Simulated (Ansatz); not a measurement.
CH₈AsBSi (`[SiH3]CB[AsH2]`), relaxed with RKS PBE-D4/def2-SVP in Ansatz from a rough embedded geometry. The force threshold is 0.03 eV/Å; the program also tests the step.

Total charge 0; spin multiplicity 1.

Start:

```xyz
12

Si    0.906   -0.837   -1.248
C     0.564   -0.259    0.425
B    -1.001   -0.182    0.610
As   -1.964    1.532    1.091
H     0.339    0.096   -2.284
H     2.397   -0.923   -1.504
H     0.350   -2.203   -1.491
H     0.988    0.707    0.588
H     1.042   -0.988    1.180
H    -1.641   -1.184    0.570
H    -1.125    2.312   -0.091
H    -0.854    1.930    2.154
```

Question: By how much does the energy fall, and how many steps does the optimiser take? (Best estimate.)

Answer: The calculation gave: 14.13 kcal/mol, in 18 steps.

Question: Which bonds change most? (An estimate is asked.)

Answer: The calculation gave: Si1–C2 from 1.803 to 1.916 Å; As4–H11 from 1.645 to 1.535 Å; As4–H12 from 1.587 to 1.531 Å; C2–H8 from 1.068 to 1.111 Å.

Question: Give the relaxed structure. (An estimate is asked.)

Answer: The calculation gave: 
```xyz
12

Si    0.828   -0.896   -1.371
C     0.795   -0.301    0.451
B    -0.687   -0.070    0.837
As   -1.705    1.624    0.403
H     0.327    0.195   -2.278
H     2.245   -1.237   -1.753
H    -0.032   -2.116   -1.556
H     1.441    0.602    0.470
H     1.276   -1.122    1.025
H    -1.366   -1.003    1.235
H    -0.635    2.643    0.819
H    -2.487    1.683    1.717
```
